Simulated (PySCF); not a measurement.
What builds the third ionisation energy along the 5p block

All values are computed (PySCF 2.14, energy differences of UHF-based or UKS calculations, no spin-orbit coupling). Each column adds one step, in eV (sums use unrounded values): valence MP2, valence CCSD, valence triples, then the next inner shell at CCSD(T) (Sn 4s 4p 4d, Sb 4s 4p 4d, Te 4s 4p 4d, I 4s 4p 4d, Xe 4s 4p 4d). References (NIST) marked * lie between the lowest fine-structure levels; the others compare directly ((s) semi-empirical, (t) theoretical).

| element | UHF | + MP2 | + CCSD | + (T) | + inner shell | sum | reference |
| --- | --- | --- | --- | --- | --- | --- | --- |
| Sn [Kr] 4d10 5s2 → [Kr] 4d10 5s1 (x2c-TZVPPall with one added diffuse shell each of s, p, d, f type, spin-free X2C) | 28.542 | 0.670 | 0.256 | 0.000 | 0.853 | 30.320 | 30.506 |
| Sb [Kr] 4d10 5s2 5p1 → [Kr] 4d10 5s2 (x2c-TZVPPall with one added diffuse shell each of s, p, d, f type, spin-free X2C) | 24.113 | 0.207 | 0.064 | 0.016 | 0.169 | 24.569 | 25.323 * |
| I [Kr] 4d10 5s2 5p3 → [Kr] 4d10 5s2 5p2 (x2c-TZVPPall with one added diffuse shell each of s, p, d, f type, spin-free X2C) | 29.839 | 0.396 | -0.014 | 0.020 | 0.124 | 30.366 | 29.57 ± 0.025 * |
| Xe [Kr] 4d10 5s2 5p4 → [Kr] 4d10 5s2 5p3 (x2c-TZVPPall with one added diffuse shell each of s, p, d, f type, spin-free X2C) | 29.319 | 0.577 | 0.123 | 0.019 | 0.116 | 30.154 | 31.05 ± 0.04 (s) * |

Problem. Estimate the missing row, Te [Kr] 4d10 5s2 5p2 → [Kr] 4d10 5s2 5p1 (x2c-TZVPPall with one added diffuse shell each of s, p, d, f type, spin-free X2C).

Solution. The calculation gives UHF 26.942; + MP2 0.300; + CCSD 0.033; + (T) 0.017; + inner shell 0.139; sum 27.432. The reference value is 27.84 ± 0.04 *.

What remains against the references is mostly basis incompleteness and, for starred values, spin-orbit coupling.

These are valence bases, so the inner-shell step is incomplete.
